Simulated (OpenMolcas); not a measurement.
Systems:
- [CoCl4]2-, a model complex in vacuum: tetrahedral, Co–Cl 2.35 Å; shape imposed, not necessarily the one it adopts

Method: state-averaged CASSCF on the open d shell with SC-NEVPT2, ANO basis sets as named, scalar-relativistic DKH2, RICD, in OpenMolcas. State energies are spin-free and vertical. Orbital splittings and repulsion parameters are fits to the integrals of the highest spin's CASSCF orbitals. Times are rough, from shared cores.

| case | ground state | first state of the same spin (cm⁻¹) | first state of another spin (cm⁻¹) | d-orbital splitting (cm⁻¹) | Racah B (cm⁻¹) | basis functions | relative time |
|---|---|---|---|---|---|---|---|
| ANO-RCC-VDZP | 4A2 | 4T2 2930 | 2E(1) 16430 | 2230 | 1187 | 106 | 1 |
| ANO-RCC-VTZP on Co and ANO-RCC-VDZ on Cl | 4A2 | 4T2 2920 | 2E(1) 15880 | 2200 | 1187 | 111 | 1 |
| ANO-RCC-VTZP on Co and ANO-RCC-VDZP on Cl | 4A2 | 4T2 2870 | 2E(1) 15900 | 2220 | 1186 | 131 | 2 |
| ANO-RCC-VQZP on Co and ANO-RCC-VDZP on Cl | 4A2 | 4T2 2880 | 2E(1) 15740 | 2200 | 1201 | 167 | 5 |

The minimal active space holds the metal's open shell only. All energies are vertical, at one fixed geometry that need not be a minimum. Gaps under about 300 cm⁻¹ between spin-free states are not resolved by the perturbation step. Anions stand alone here, with no counter-ions or solvent.
